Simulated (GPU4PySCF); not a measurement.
Computed IR spectrum (relative IR intensity) of a molecule C7H18O3Si. The structure is a stationary point at PBE-D3(BJ)/def2-TZVP. One conformer was computed; it need not be the lowest. Method: PBE-D3(BJ)/def2-TZVP (GPU4PySCF). Frequencies are harmonic and unscaled.

```
ν (cm⁻¹)  relative intensity
--------  ------------------
384                      2.6
773                       11
808                       11
823                       10
937                      4.6
952                       13
960                       14
1073                     100
1084                     3.2
1088                      13
1103                      15
1137                     2.1
1240                     6.8
1364                     2.3
1366                     6.4
1430                     2.5
2917                     6.1
2922                     6.5
2931                     4.4
2948                     3.9
2969                     5.4
2974                     7.7
3048                     9.4
3052                      10
```

Pick the molecule that these values belong to.
A) CO[Si](C)(OC)OC(C)(C)C
B) CO[SiH](OC(C)C)OC(C)C
C) CCO[Si](C)(OCC)OCC
D) CCO[Si](CC)(OC)OCC

C, CCO[Si](C)(OCC)OCC
